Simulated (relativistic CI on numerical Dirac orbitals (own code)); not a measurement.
## Hyperfine structure of Dy12+, mass number 161

Method of calculation: Dirac-Coulomb-Breit CI, KLI orbitals optimised for each configuration, model QED, unscaled Slater integrals (own radial code, finite nucleus).

CI space (outside the closed core [Ar] 3d10 4p6 4d10): 4s²4f⁶5s², 4s²4f⁸, 4s²4f⁷5s, 4s²4f⁵5s²6s, 4s²4f⁴5s²6s², 4s²4f⁵5s²7s, 4s²4f⁶6s², 4f⁸5s². The list is cut by size and lacks configurations that can hold low levels.

Nuclear spin I = 5/2, μ = -0.479 μN, Q = 2.51 b (tables of Stone and Pyykkö). The electronic factors are computed for point nuclear moments, without core polarisation or the Bohr-Weisskopf and QED corrections.

```json
{"Level": "4s²4f⁶5s² ⁷F1", "E (cm⁻¹)": "731.8", "A (MHz)": "-49.05", "B (MHz)": "1410"}
{"Level": "4s²4f⁶5s² ⁷F2", "E (cm⁻¹)": "1968.8", "A (MHz)": "-64.17", "B (MHz)": "1500"}
{"Level": "4s²4f⁶5s² ⁷F3", "E (cm⁻¹)": "3510.9", "A (MHz)": "-81.03", "B (MHz)": "819"}
{"Level": "4s²4f⁶5s² ⁷F4", "E (cm⁻¹)": "5222.3", "A (MHz)": "-97.88", "B (MHz)": "-509"}
{"Level": "4s²4f⁶5s² ⁷F5", "E (cm⁻¹)": "7012.4", "A (MHz)": "-114.2", "B (MHz)": "-2430"}
{"Level": "4s²4f⁶5s² ⁷F6", "E (cm⁻¹)": "8814.1", "A (MHz)": "-129.9", "B (MHz)": "-4910"}
{"Level": "4s²4f⁶5s² ⁵D1", "E (cm⁻¹)": "30029.4", "A (MHz)": "-61.53", "B (MHz)": "398"}
{"Level": "4s²4f⁶5s² ⁵D2", "E (cm⁻¹)": "34413.9", "A (MHz)": "-85", "B (MHz)": "139"}
```

Levels with J = 0, under 50 % of one LS term, or S terms without an open s electron are left out. Small factors come from cancelling terms and can be off by tens of per cent or more.

At this charge energies of transitions that change n are usually good to better than 1 %, and those within a shell (Δn = 0) to a few per cent. Terms inside the open d or f shell come out 10 to 20 % too wide with unscaled integrals. Levels and lines within the n = 5 or 6 shells can be off by up to 10 % or somewhat more, and those that change n by about 2 %, since core polarisation is missing.

Give the hyperfine levels of 4s²4f⁶5s² ⁷F1 relative to its centre of gravity.

With K = F(F + 1) − I(I + 1) − J(J + 1), E = AK/2 + B[¾K(K + 1) − I(I + 1)J(J + 1)]/[2I(2I − 1)J(2J − 1)]: F = 3/2: 1159, F = 5/2: -1079, F = 7/2: 230 MHz.

LS names give the leading component of a level, which can be under half, so a name can repeat, a term be missing and a line seem to break the LS rules.
